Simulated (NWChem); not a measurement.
System: BeHSeF; SMILES [F][Be][SeH]

NWChem input:

```
start job
memory heap 200 mb stack 900 mb global 1100 mb
geometry units angstroms noautosym nocenter noautoz
  Be     0.022448     1.134872     0.000000
  F      0.116036     2.506759     0.000000
  Se    -0.157888    -0.903003     0.000000
  H      1.317836    -1.053274     0.000000
end
basis spherical
  * library 6-31g*
end
dft
  xc b3lyp
  iterations 150
end
property
  shielding
end
task dft property
```

NWChem printed, in part:

```
             Northwest Computational Chemistry Package (NWChem) 7.3.0
             --------------------------------------------------------

                             Geometry "geometry" -> ""
                             -------------------------

 Output coordinates in angstroms (scale by  1.889725989 to convert to a.u.)

  No.       Tag          Charge          X              Y              Z
 ---- ---------------- ---------- -------------- -------------- --------------
    1 Be                   4.0000     0.02244800     1.13487200     0.00000000
    2 F                    9.0000     0.11603600     2.50675900     0.00000000
    3 Se                  34.0000    -0.15788800    -0.90300300     0.00000000
    4 H                    1.0000     1.31783600    -1.05327400     0.00000000

 Effective nuclear repulsion energy (a.u.)     110.5981774962

                              NWChem Property Module
                              ----------------------

  itol2e modified to match energy
  convergence criterion.

                                 NWChem DFT Module
                                 -----------------

 Summary of "ao basis" -> "ao basis" (spherical)
 ------------------------------------------------------------------------------
       Tag                 Description            Shells   Functions and Types
 ---------------- ------------------------------  ------  ---------------------
 Be                          6-31g*                  6       14   3s2p1d
 F                           6-31g*                  6       14   3s2p1d
 Se                          6-31g*                 12       32   5s4p3d
 H                           6-31g*                  2        2   2s

  itol2e modified to match energy
  convergence criterion.

            General Information
            -------------------
          SCF calculation type: DFT
          Wavefunction type:  closed shell.
          No. of atoms     :     4
          No. of electrons :    48
           Alpha electrons :    24
            Beta electrons :    24
          Charge           :     0
          Spin multiplicity:     1
          Use of symmetry is: off; symmetry adaption is: off
          Maximum number of iterations: 150
          AO basis - number of functions:    62
                     number of shells:    26
          Convergence on energy requested:  1.00D-07
          Convergence on density requested:  1.00D-05
          Convergence on gradient requested:  5.00D-04

              XC Information
              --------------
                         B3LYP Method XC Potential
                     Hartree-Fock (Exact) Exchange  0.200
                        Slater Exchange Functional  0.800 local
                    Becke 1988 Exchange Functional  0.720 non-local
              Lee-Yang-Parr Correlation Functional  0.810
                  VWN I RPA Correlation Functional  0.190 local

             Grid Information
             ----------------
          Grid used for XC integration:  fine
          Radial quadrature: Mura-Knowles
          Angular quadrature: Lebedev.
          Tag              B.-S. Rad. Rad. Pts. Rad. Cut. Ang. Pts.
          ---              ---------- --------- --------- ---------
          Be                  1.05       70           9.0       590
          F                   0.50       70          10.0       590
          Se                  1.15      140           9.0       974
          H                   0.35       60           9.0       590
          Grid pruning is: on
          Number of quadrature shells:   340
          Spatial weights used:  Erf1

      Superposition of Atomic Density Guess
      -------------------------------------

 Sum of atomic energies:       -2513.94267187

      Non-variational initial energy
      ------------------------------

 Total energy =   -2514.412943
 1-e energy   =   -3721.073757
 2-e energy   =    1096.062637
 HOMO         =      -0.304957
 LUMO         =       0.012374

   convergence    iter        energy       DeltaE   RMS-Dens  Diis-err
 ---------------- ----- ----------------- --------- --------- ---------
 d= 0,ls=0.0,diis     1  -2516.5241056243 -2.63D+03  2.00D-02  6.02D-01
 d= 0,ls=0.0,diis     2  -2516.4479687440  7.61D-02  1.07D-02  1.80D+00
 d= 0,ls=0.0,diis     3  -2516.6025844733 -1.55D-01  1.74D-03  1.79D-02
 d= 0,ls=0.0,diis     4  -2516.6038510487 -1.27D-03  8.59D-04  3.10D-03
 d= 0,ls=0.0,diis     5  -2516.6042248558 -3.74D-04  2.64D-04  1.51D-04
  Resetting Diis
 d= 0,ls=0.0,diis     6  -2516.6042486641 -2.38D-05  3.37D-05  6.26D-06
 d= 0,ls=0.0,diis     7  -2516.6042493577 -6.94D-07  1.59D-05  2.84D-07
 d= 0,ls=0.0,diis     8  -2516.6042493656 -7.86D-09  8.73D-06  2.14D-07

         Total DFT energy =    -2516.604249365557
      One electron energy =    -3723.331546895516
           Coulomb energy =     1197.094806599249
    Exchange-Corr. energy =     -100.965686565442
 Nuclear repulsion energy =      110.598177496151

 Numeric. integr. density =       48.000000238014

                       DFT Final Molecular Orbital Analysis
                       ------------------------------------

 Vector   22  Occ=2.000000D+00  E=-3.983596D-01
              MO Center=  2.5D-01, -5.7D-01,  6.9D-10, r^2= 2.5D+00
   Bfn.  Coefficient  Atom+Function         Bfn.  Coefficient  Atom+Function
  ----- ------------  ---------------      ----- ------------  ---------------
    39      0.490393  3 Se px                62      0.277362  4 H  s
    61      0.270710  4 H  s                 35     -0.220916  3 Se px
    38      0.221703  3 Se s                 40     -0.205281  3 Se py
    17     -0.178254  2 F  px                21     -0.124784  2 F  px
    42     -0.121167  3 Se s                 43      0.115880  3 Se px

 Vector   23  Occ=2.000000D+00  E=-3.243243D-01
              MO Center= -1.4D-01, -7.4D-01,  5.1D-09, r^2= 2.0D+00
   Bfn.  Coefficient  Atom+Function         Bfn.  Coefficient  Atom+Function
  ----- ------------  ---------------      ----- ------------  ---------------
    40      0.592563  3 Se py                36     -0.263398  3 Se py
    38      0.245694  3 Se s                 39      0.217348  3 Se px
     4     -0.215731  1 Be py                44      0.194196  3 Se py
    42     -0.167733  3 Se s                  6      0.155987  1 Be s
     2      0.154675  1 Be s                  1     -0.106483  1 Be s

 Vector   24  Occ=2.000000D+00  E=-2.575339D-01
              MO Center= -1.3D-01, -7.4D-01,  1.2D-08, r^2= 2.0D+00
   Bfn.  Coefficient  Atom+Function         Bfn.  Coefficient  Atom+Function
  ----- ------------  ---------------      ----- ------------  ---------------
    41      0.709296  3 Se pz                45      0.362446  3 Se pz
    37     -0.306377  3 Se pz                 5      0.109529  1 Be pz
    33      0.091908  3 Se pz                19     -0.072376  2 F  pz
    23     -0.057538  2 F  pz                 9      0.037224  1 Be pz
    11     -0.029484  1 Be d -1              57      0.025184  3 Se d -1

 Vector   25  Occ=0.000000D+00  E=-1.282190D-02
              MO Center=  3.5D-02,  1.7D-01, -3.0D-09, r^2= 3.8D+00
   Bfn.  Coefficient  Atom+Function         Bfn.  Coefficient  Atom+Function
  ----- ------------  ---------------      ----- ------------  ---------------
    62      0.904089  4 H  s                 43     -0.477595  3 Se px
    42     -0.457597  3 Se s                  7     -0.396416  1 Be px
     3     -0.351317  1 Be px                38      0.274359  3 Se s
     6      0.258436  1 Be s                 39     -0.249132  3 Se px
    61      0.213322  4 H  s                 17      0.165860  2 F  px

 Vector   26  Occ=0.000000D+00  E= 2.402315D-03
              MO Center=  3.1D-01,  6.1D-01, -7.3D-08, r^2= 4.3D+00
   Bfn.  Coefficient  Atom+Function         Bfn.  Coefficient  Atom+Function
  ----- ------------  ---------------      ----- ------------  ---------------
     6      1.670193  1 Be s                 44     -0.630909  3 Se py
    42     -0.533144  3 Se s                 38      0.394258  3 Se s
    40     -0.323434  3 Se py                20     -0.292738  2 F  s
     8     -0.238067  1 Be py                62      0.201611  4 H  s
    43     -0.192816  3 Se px                 1     -0.166946  1 Be s

 Vector   27  Occ=0.000000D+00  E= 2.352808D-02
              MO Center=  9.5D-03,  9.6D-01,  7.8D-08, r^2= 3.4D+00
   Bfn.  Coefficient  Atom+Function         Bfn.  Coefficient  Atom+Function
  ----- ------------  ---------------      ----- ------------  ---------------
     9      0.723528  1 Be pz                 5      0.450965  1 Be pz
    45     -0.291057  3 Se pz                41     -0.275512  3 Se pz
    19     -0.228081  2 F  pz                23     -0.228775  2 F  pz
    37      0.108802  3 Se pz                57      0.089809  3 Se d -1
    47     -0.039577  3 Se d -1              33     -0.032335  3 Se pz

     Multipole analysis of the density
     ---------------------------------

     L   x y z        total         alpha         beta         nuclear
     -   - - -        -----         -----         ----         -------
     0   0 0 0     -0.000000    -24.000000    -24.000000     48.000000

     1   1 0 0      0.254919      2.882907      2.882907     -5.510895
     1   0 1 0     -0.052442      4.372170      4.372170     -8.796782
     1   0 0 1     -0.000000     -0.000000     -0.000000      0.000000

     2   2 0 0    -19.101350    -14.384931    -14.384931      9.668513
     2   1 1 0     -1.255811    -11.661105    -11.661105     22.066400
     2   1 0 1     -0.000000     -0.000000     -0.000000      0.000000
     2   0 2 0    -25.615159   -174.469269   -174.469269    323.323378
     2   0 1 1      0.000000      0.000000      0.000000      0.000000
     2   0 0 2    -22.219054    -11.109527    -11.109527      0.000000

          -----------------------------------------
          Chemical Shielding Tensors (GIAO, in ppm)
          -----------------------------------------

                                NWChem CPHF Module
                                ------------------

  scftype          =     RHF
  nclosed          =       24
  nopen            =        0
  variables        =      912
  # of vectors     =        3
  tolerance        = 0.10D-03
  level shift      = 0.00D+00
  max iterations   =       50
  max subspace     =       30

 SCF residual:    1.4222535217597472E-004

Iterative solution of linear equations
  No. of variables      912
  No. of equations        3
  Maximum subspace       30
        Iterations       50
       Convergence  1.0D-04

   iter   nsub   residual    time
   ----  ------  --------  ---------
     1      3    3.05D-01      16.6
     2      6    1.28D-02      18.8
     3      9    5.53D-04      21.2
     4     12    2.56D-05      23.7

      Atom:    1  Be
        Diamagnetic
    142.2073      1.7804     -0.0000
      1.7804    166.2390     -0.0000
     -0.0000     -0.0000    140.3530

        Paramagnetic
    -69.0435      1.9597      0.0000
      1.9597     -5.1599     -0.0000
      0.0000     -0.0000    -62.5913

        Total Shielding Tensor
     73.1638      3.7401     -0.0000
      3.7401    161.0790     -0.0000
     -0.0000     -0.0000     77.7617

           isotropic =     104.0015
          anisotropy =      85.8545

          Principal Components and Axis System
                 1           2           3
              161.2379     77.7617     73.0049

      1         0.0424      0.0000      0.9991
      2         0.9991      0.0000     -0.0424
      3        -0.0000      1.0000     -0.0000

      Atom:    2  F
        Diamagnetic
    454.6275      2.0320      0.0000
      2.0320    484.3379     -0.0000
      0.0000     -0.0000    454.0254

        Paramagnetic
   -205.3744     11.3369      0.0000
     11.3369    -15.3976     -0.0000
      0.0000     -0.0000   -242.5921

        Total Shielding Tensor
    249.2530     13.3689      0.0000
     13.3689    468.9403     -0.0000
      0.0000     -0.0000    211.4333

           isotropic =     309.8755
          anisotropy =     239.8130

          Principal Components and Axis System
                 1           2           3
              469.7509    248.4424    211.4333

      1         0.0605      0.9982     -0.0000
      2         0.9982     -0.0605      0.0000
      3        -0.0000      0.0000      1.0000

      Atom:    3  Se
        Diamagnetic
   2999.9198     -0.2252     -0.0000
     -0.2252   3000.5853     -0.0000
     -0.0000     -0.0000   2992.4077

        Paramagnetic
   -390.6009   -201.4021     -0.0000
   -201.4021   -752.0809     -0.0000
     -0.0000     -0.0000   -685.2920

        Total Shielding Tensor
   2609.3189   -201.6273     -0.0000
   -201.6273   2248.5044     -0.0000
     -0.0000     -0.0000   2307.1157

           isotropic =    2388.3130
          anisotropy =     466.7314

          Principal Components and Axis System
                 1           2           3
             2699.4673   2307.1157   2158.3561

      1         0.9129     -0.0000      0.4082
      2        -0.4082     -0.0000      0.9129
      3        -0.0000      1.0000      0.0000

      Atom:    4  H
        Diamagnetic
     45.8622     -4.1526      0.0000
     -4.1526     21.7478     -0.0000
      0.0000     -0.0000     17.8963

        Paramagnetic
      0.2244      0.5453     -0.0000
      0.5453      5.5556      0.0000
     -0.0000      0.0000      5.8920

        Total Shielding Tensor
     46.0865     -3.6073     -0.0000
     -3.6073     27.3034      0.0000
     -0.0000      0.0000     23.7883

           isotropic =      32.3928
          anisotropy =      21.5441

          Principal Components and Axis System
                 1           2           3
               46.7555     26.6344     23.7883

      1         0.9832      0.1823      0.0000
      2        -0.1823      0.9832     -0.0000
      3        -0.0000      0.0000      1.0000
```

Level: B3LYP/6-31G* (spherical d), GIAO. The geometry was optimised at B3LYP/6-31G* (spherical d). The printed shielding anisotropy is the first printed principal value minus the mean of the other two.
